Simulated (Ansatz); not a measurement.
The cluster Ag4H4⁺. Charge 1, multiplicity 2. Geometry r2SCAN-D4/def2-SVP; atoms count from 1.

```xyz
8

Ag    2.2793   -3.0430   -0.3398
Ag   -2.2719    1.2015   -0.8489
Ag    0.8277   -0.7609    0.1007
Ag   -0.2735    1.6025    0.8424
H    -1.7350    2.4738    0.3589
H     1.1240    0.6382    1.2193
H    -0.7992    0.1264   -0.4909
H     0.8485   -2.2386   -0.8417
```

In the def2 sets Ag takes a core potential; there is no spin–orbit coupling. Another isomer (doublet) lies 0.24 eV lower at PBE0-D4/def2-TZVP; other spin states weren't run for this one.

Problem. Estimate the Mulliken populations from the PBE0/def2-TZVP orbitals of Ansatz.

Solution. 
```
atom  charge (e)  spin (α − β)  d electrons
 Ag1        0.34          0.06         9.91
 Ag2        0.24          0.08         9.88
 Ag3        0.01          0.06         9.81
 Ag4        0.28          0.22         9.75
  H5       -0.01          0.17            –
  H6       -0.02          0.09            –
  H7        0.13          0.35            –
  H8        0.02         -0.01            –
```
Mulliken values depend strongly on the basis.

Problem. Where does the spin sit?

Solution. Summed by element: Ag 0.41, H 0.59, of 1 unpaired in all. Largest on single atoms: H7 0.35, Ag4 0.22, H5 0.17.

Problem. And the Mayer bond orders between heavy atoms (over 0.3)?

Solution. Ag1–Ag3 0.37 (2.74 Å); Ag2–Ag4 0.39 (2.65 Å); Ag3–Ag4 0.32 (2.71 Å).
